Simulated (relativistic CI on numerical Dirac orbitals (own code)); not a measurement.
Transition arrays of Eu XXIV

These numbers are calculated, not measured: Dirac-Coulomb-Breit CI, separate exchange-only KLI orbitals for each configuration, model QED (radiative potential, 1s self-energy scaled to tabulated hydrogen-like ionisation energies), valence Slater integrals scaled by 0.9, whole transition arrays (own radial code, finite nucleus).

Configuration list (outside the closed core [Ar] 3d10 4s2): 4p⁶4d⁴, 4p⁶4d³4f, 4p⁵4d⁵, 4p⁶4d³5p, 4p⁶4d³5f. Levels of other configurations are missing.

All E1 lines from the levels of 4p⁶4d⁴; mean and standard deviation are weighted by gf, and upper levels are sorted by their leading configuration.

| Upper configuration | Lines | Σgf | Mean (eV) | Mean (nm) | σ (eV) | Strongest line (nm) |
| --- | --- | --- | --- | --- | --- | --- |
| 4p⁶4d³4f | 2752 | 553.8 | 168.76 | 7.347 | 8.52 | 7.247 |
| 4p⁵4d⁵ | 3318 | 671.2 | 172.39 | 7.192 | 11.14 | 7.108 |
| 4p⁶4d³5p | 1718 | 85.3 | 273.34 | 4.536 | 4.60 | 4.503 |
| 4p⁶4d³5f | 2825 | 167.4 | 389.64 | 3.182 | 4.25 | 3.192 |

Σgf per state of the lower configuration in bins of 0.2 nm over the central range (centre: value): 3.1: 0.52, 3.3: 0.28, 4.5: 0.32, 4.7: 0.07, 6.7: 0.13, 6.9: 0.82, 7.1: 1.93, 7.3: 2.18, 7.5: 0.22, 7.7: 0.07, 7.9: 0.05, 8.1: 0.04, 8.3: 0.07, 8.5: 0.06, 8.7: 0.04.

(1) How do configuration mixing and the scaling of the Slater integrals move the arrays?

Answers

(1) Slater scale 0.9, no configuration mixing: 4p⁶4d³4f 159.7 ± 6.9 eV (Σgf 546.0), 4p⁵4d⁵ 156.3 ± 16.4 eV (Σgf 576.0), 4p⁶4d³5p 273.5 ± 4.6 eV (Σgf 96.5), 4p⁶4d³5f 389.6 ± 4.3 eV (Σgf 172.3); Slater scale 1: 4p⁶4d³4f 171.9 ± 8.5 eV (Σgf 626.9), 4p⁵4d⁵ 175.6 ± 11.3 eV (Σgf 620.7), 4p⁶4d³5p 273.4 ± 4.8 eV (Σgf 83.8), 4p⁶4d³5f 389.7 ± 4.5 eV (Σgf 167.3); Slater scale 0.8: 4p⁶4d³4f 165.0 ± 8.5 eV (Σgf 483.2), 4p⁵4d⁵ 169.6 ± 10.8 eV (Σgf 719.3), 4p⁶4d³5p 273.3 ± 4.4 eV (Σgf 86.7), 4p⁶4d³5f 389.6 ± 4.1 eV (Σgf 167.5). With mixing, levels are counted to their leading configuration, so an array can shrink or vanish into another, and the sums then hold other lines.
